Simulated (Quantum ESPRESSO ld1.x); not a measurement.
Values are calculated unless marked as measured or tabulated.
One sound ld1.x (Quantum ESPRESSO 7.5) input for the cerium ion Ce2+ gives E = -8858.03 hartree in 32 iterations:

```
 &input
    zed=58.0,
    iswitch=1,
    rel=2,
    dft='PW',
    config='[Xe] 4f2',
    lsmall=.true.,
    prefix='ld1',
    max_out_wfc=37,
    file_charge='ld1.rho',
 /
```

Changed or added lines, one case at a time, and what came of them:

- config='[Xe] 4f2 8s1': refused. The program stops in el_config with "wrong main quantum number": the config string takes n from 1 to 7 alone.
- config='[Xe] 4f2 1s1': refused. The program stops in el_config with "occupation wrong": the bracketed core already holds 1s.
- xmin=-12.0: usable despite the warning. The mesh starts very near the nucleus, where rounding noise provokes warnings (final residual 1e-14); the energy differs from the default mesh by less than 1e-5 hartree, which is rather the error of the default start.
- config='[Xe] 4f2 1p1': refused. The program stops in el_config with "main/angular quantum number mismatch": l must be smaller than n.
- rel=3: refused. The program stops in ld1_readin with "wrong rel": rel takes 0, 1 or 2.
- config='[Xe] 4f': refused. The program stops in el_config with "no occupancy field?": each term needs its occupation.
- dft='R2SCAN': refused. The program stops in set_dft_from_name with "libxc needed for this functional": this build has no Libxc.
